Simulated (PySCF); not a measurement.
# Computed spin Hamiltonian

Species: C6H12N (doublet state).
Z-matrix (Å and degrees, GFN2-xTB geometry), rows numbered from 1:
```
C 
C   1  1.4521
C   2  1.5588  1  116.26
C   3  1.5273  2   87.99  1   108.96
N   4  1.4567  3   89.92  2     9.43
C   5  1.4390  2  121.64  1    19.15
C   6  1.5257  5  109.60  2   166.24
H   1  1.0722  2  121.49  3   138.55
H   1  1.0742  2  119.98  3   -50.82
H   2  1.0943  1  111.18  3  -132.64
H   3  1.0862  2  114.33  1    -8.35
H   3  1.0858  2  113.06  1  -135.34
H   4  1.0980  3  113.59  2  -106.73
H   4  1.0923  3  116.62  2   125.10
H   6  1.0936  5  107.39  2    46.45
H   6  1.1039  5  112.53  2   -72.36
H   7  1.0876  6  110.29  5    63.18
H   7  1.0865  6  109.98  5   -56.51
H   7  1.0870  6  110.25  5  -176.76
```

The hyperfine couplings belong to this conformer and change with its torsions.

The species is `[CH2][C@H]1CCN1CC` [radical].

Theory: PySCF 2.14.0, UKS B3LYP, pcH-1 on C H N, non-relativistic, mean-field spin-orbit, GIAO. Isolated species at its GFN2-xTB geometry (one conformer only). The geometry wasn't refined by DFT: couplings that depend on bond lengths, twists or pyramidal angles can differ widely from those at the functional's own minimum. The SCF solution wasn't tested for stability.

```json
{"g1, g2, g3": "2.00222, 2.00265, 2.00293", "g_iso": "2.00260", "Form of g": "rhombic: the two nearest values differ by 39 % of g3 − g1", "⟨S²⟩": "0.7544 (exact 0.7500)", "α and β electrons": "28, 27", "HOMO–LUMO gap, α and β orbitals": "6.60, 3.78 eV", "Total energy": "-290.53681 Eh", "Basis functions": "295"}
```

Isotropic coupling and dipolar principal values T1 to T3, in mT; ρ(0) is the spin density at the nucleus (MHz turned into mT with g_iso):

| atom | isotope | a_iso | T1 | T2 | T3 | Mulliken spin population | ρ(0) (bohr⁻³) |
| --- | --- | --- | --- | --- | --- | --- | --- |
| C1 | 13C | 3.05 | -2.76 | -2.73 | 5.49 | 1.03 | 0.0761 |
| C2 | 13C | -1.27 | -0.12 | -0.01 | 0.13 | -0.09 | -0.0317 |
| C3 | 13C | 2.71 | -0.22 | -0.20 | 0.42 | 0.06 | 0.0675 |
| C4 | 13C | -0.11 | -0.03 | -0.02 | 0.05 | 0.00 | -0.0028 |
| N5 | 14N | 0.38 | -0.20 | -0.18 | 0.38 | 0.08 | 0.0330 |
| C6 | 13C | 0.16 | -0.05 | 0.01 | 0.03 | 0.00 | 0.0039 |
| C7 | 13C | 0.01 | -0.01 | -0.01 | 0.02 | 0.00 | 0.0002 |
| H8 | 1H | -2.15 | -1.34 | 0.00 | 1.34 | -0.04 | -0.0135 |
| H9 | 1H | -2.10 | -1.31 | -0.02 | 1.34 | -0.05 | -0.0131 |
| H10 | 1H | 0.17 | -0.18 | -0.14 | 0.33 | 0.00 | 0.0011 |
| H11 | 1H | -0.16 | -0.22 | -0.06 | 0.27 | 0.00 | -0.0010 |
| H12 | 1H | 0.13 | -0.12 | -0.07 | 0.20 | 0.00 | 0.0008 |
| H13 | 1H | 0.03 | -0.07 | -0.05 | 0.13 | 0.00 | 0.0002 |
| H14 | 1H | 0.02 | -0.07 | -0.02 | 0.09 | 0.00 | 0.0001 |
| H15 | 1H | 0.05 | -0.17 | -0.08 | 0.24 | 0.00 | 0.0003 |
| H16 | 1H | -0.03 | -0.11 | -0.08 | 0.19 | 0.00 | -0.0002 |
| H17 | 1H | 0.07 | -0.03 | -0.03 | 0.06 | 0.00 | 0.0004 |
| H18 | 1H | 0.02 | -0.03 | -0.03 | 0.07 | 0.00 | 0.0001 |
| H19 | 1H | 0.16 | -0.03 | -0.02 | 0.05 | 0.00 | 0.0010 |

The Mulliken spin populations are largest on C1 (+1.03), C2 (-0.09) and N5 (+0.08). No atom but C1 exceeds +0.15. The positive populations add up to 1.18 and the negative ones to -0.18, together 2S = 1. The angles at C1 add up to 359.4°, so it is planar; its axial dipolar tensor and the negative couplings of its protons fit spin in a p orbital normal to that plane.

Axes: g3 points within 3° of the C1–H8 bond.

Under fast tumbling the dipolar parts average out, and these isotropic splittings remain (the largest six): 2 × 1H (H8/H9, I = 1/2, 3 lines) with 2.12 mT, 1 × 14N (N5, I = 1, 3 lines) with 0.38 mT, 1 × 1H (H10, I = 1/2, 2 lines) with 0.17 mT, 1 × 1H (H11, I = 1/2, 2 lines) with 0.16 mT, 1 × 1H (H12, I = 1/2, 2 lines) with 0.13 mT and 3 × 1H (H17/H18/H19, I = 1/2, 4 lines) with 0.08 mT.

Means are taken over nuclei equivalent by connectivity, which assumes that they swap fast.

The 13C coupling of C1 (85.6 MHz) shows only in satellite lines or after enrichment, since that isotope makes up about 1.07 % of natural carbon.

On one thread, Arm Neoverse V2 (aarch64), shared host, this took 73 s wall (grids of density and orbitals included) and 1.0 GiB of memory at its peak.
